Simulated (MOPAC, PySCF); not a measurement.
CHNSe, SMILES `N#C[SeH]`, neutral singlet in the gas phase. 

Cartesian coordinates (Å):
```xyz
4

N      1.8169    -0.3507     0.0969
C      0.7397     0.0516     0.0027
Se    -0.9396     0.7938    -0.1658
H     -1.6170    -0.4947     0.0662
```
Charge 0, multiplicity 1.

All levels are single points at this geometry (B3LYP-D3(BJ)/def2-TZVP); Pople sets use spherical d functions. Orbital energies aren't observables, and empty levels follow the basis.

```csv
level,HOMO (eV),LUMO (eV),gap (eV),dipole (D),"vertical IE, Delta-SCF (eV)"
B3LYP-D3(BJ)/def2-TZVP in PySCF,-7.72,-1.49,6.23,3.75,10.35
PBE-D3(BJ)/def2-TZVP in PySCF,-6.78,-2.17,4.61,3.66,10.19
B3LYP/3-21G in PySCF,-7.32,-0.86,6.45,3.31,–
B3LYP/6-31G* in PySCF,-7.51,-1.22,6.29,3.53,10.23
BP86/6-31G* in PySCF,-6.67,-2.03,4.64,3.45,–
M06-2X/6-31G* in PySCF,-8.96,-0.06,8.90,3.49,–
PBE/6-31G* in PySCF,-6.57,-1.92,4.64,3.43,10.07
HF/6-31G* in PySCF,-10.49,2.59,13.08,3.74,–
AM1 in MOPAC,-7.97,-0.49,7.47,3.42,–
```
